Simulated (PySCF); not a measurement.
## Excitation energy of Mn by level of theory

Mn [Ar] 3d5 4s2 (6S) → Mn [Ar] 3d4 4s2 4p1 (high-spin determinant), as a difference of total energies. Computed with PySCF 2.14 in def2-QZVPPD (11s6p5d4f2g, 100 functions), with no relativity, point nucleus. Correlated levels: valence: [Ar] frozen; valence and next inner shell: [Ne] frozen. The calculations carry no spin-orbit coupling.

```
                                method  excitation energy (cm⁻¹)
                                   UHF                     64886
                                   LDA                     75296
                                   PBE                     72577
                                  PBE0                     71062
                                r2SCAN                     72335
                                 M06-L                     73835
                                  BP86                     72520
                                 TPSSh                     70450
                                  TPSS                     70956
                         MP2 (valence)                     68749
                     SCS-MP2 (valence)                     64114
    MP2 (valence and next inner shell)                     71563
SCS-MP2 (valence and next inner shell)                     67456
```

A first-order spin-orbit estimate (lowest level to lowest level, LS coupling) adds -0.090 eV.

The upper state lies above the first ionisation limit, where it may autoionise and the basis confines it.

The determinant of the upper state mixes LS terms, which raises its energy above the lowest term, most at the Hartree-Fock and MP2 levels.
